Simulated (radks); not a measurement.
Trend from Rb+ to Xe+: ionisation energy by Delta-SCF between NIST ground configurations, and size. Calculated with a radial shooting solver on a logarithmic mesh with Libxc functionals: non-relativistic Kohn-Sham, SCAN, spin-unpolarised, spherical densities, point nucleus; meta-GGA in the generalised Kohn-Sham scheme.

species      configuration  configuration of the ion  IE (eV)  NIST (eV)       kind  r at 0.001 e/bohr^3 (bohr)
Rb+                   [Kr]         [Ar] 3d10 4s2 4p5   28.098     27.290       exp.                        3.62
Sr+               [Kr] 5s1                      [Kr]   10.302     11.030       exp.                        4.55
Zr+           [Kr] 4d2 5s1                  [Kr] 4d2   12.278     13.130       exp.                        4.53
Nb+               [Kr] 4d4                  [Kr] 4d3   14.041     14.320  semi-emp.                        4.05
Mo+               [Kr] 4d5                  [Kr] 4d4   15.536       16.2  semi-emp.                        3.96
Tc+           [Kr] 4d5 5s1                  [Kr] 4d5   14.011     15.260  semi-emp.                        4.25
Ru+               [Kr] 4d7                  [Kr] 4d6   18.448       16.8  semi-emp.                        3.78
Rh+               [Kr] 4d8                  [Kr] 4d7   19.840     18.080  semi-emp.                        3.70
Pd+               [Kr] 4d9                  [Kr] 4d8   21.249       19.4  semi-emp.                        3.61
Ag+              [Kr] 4d10                  [Kr] 4d9   22.627     21.484       exp.                        3.53
Cd+          [Kr] 4d10 5s1                 [Kr] 4d10   15.885     16.908       exp.                        3.91
Sb+      [Kr] 4d10 5s2 5p2         [Kr] 4d10 5s2 5p1   16.034      16.63       exp.                        4.31
Te+      [Kr] 4d10 5s2 5p3         [Kr] 4d10 5s2 5p2   18.069       18.6       exp.                        4.28
I+       [Kr] 4d10 5s2 5p4         [Kr] 4d10 5s2 5p3   20.056     19.131       exp.                        4.21
Xe+      [Kr] 4d10 5s2 5p5         [Kr] 4d10 5s2 5p4   21.985     20.975  semi-emp.                        4.13

Reference values: NIST Atomic Spectra Database (exp. = measured, semi-emp. = semi-empirical, theory = theoretical value adopted there). Relativity is left out here, which matters for elements this heavy. Spin polarisation and multiplet splitting are left out, so open shells lie too high by an amount that depends on their filling.

Beside tabulated values, note that spin-unpolarised runs miss the spin-polarisation part of the exchange energy of open shells.
